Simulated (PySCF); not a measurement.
Input for PySCF:
```python
from pyscf import gto, scf, mcscf
import numpy

mol = gto.Mole()
mol.atom = '''
    Te    0.036269    0.262083    0.546417
    C     0.949811    1.452528   -1.008420
    H     1.337720    2.356820   -0.562147
    H     0.219325    1.715192   -1.761445
    H     1.762719    0.910283   -1.471818
    Si   -0.616804   -1.542173   -1.038896
    H     2.173172   -3.049922   -2.543228
    H    -1.475374   -1.037644   -2.109494
    H    -1.339664   -2.527298   -0.248000
'''
mol.basis = 'sto-3g'
mol.charge = 0
mol.spin = 0
mol.verbose = 4
mol.build()

mf = scf.RHF(mol)
mf.kernel()
mc = mcscf.CASSCF(mf, 6, 4)
mc.fix_spin_(ss=0.0)
mc.kernel()
occ = numpy.linalg.eigvalsh(mc.fcisolver.make_rdm1(mc.ci, mc.ncas, mc.nelecas))[::-1]
ss = mc.fcisolver.spin_square(mc.ci, mc.ncas, mc.nelecas)[0]
print('natural occupations', occ.round(4), ' <S^2>', round(ss, 4))
```

Q: Predict the total energy from CASSCF(4,6)/STO-3G in PySCF.

A: -6873.5205 Eh

Q: What number of basis functions does CASSCF(4,6)/STO-3G give?

A: 47

Q: Predict the SCF-reference Mulliken (on the basis functions themselves) charges in atom order from CASSCF(4,6)/STO-3G.

A: Te1 -0.01, C2 -0.29, H3 0.08, H4 0.07, H5 0.08, Si6 0.51, H7 -0.16, H8 -0.13, H9 -0.13

Q: Estimate the natural occupations of the active orbitals that CASSCF(4,6)/STO-3G returns for this input.

A: 1.96, 1.14, 0.86, 0.04, 0.00, 0.00

Q: What is the computed SCF-reference dipole moment (CASSCF(4,6)/STO-3G)?

A: 1.90 D
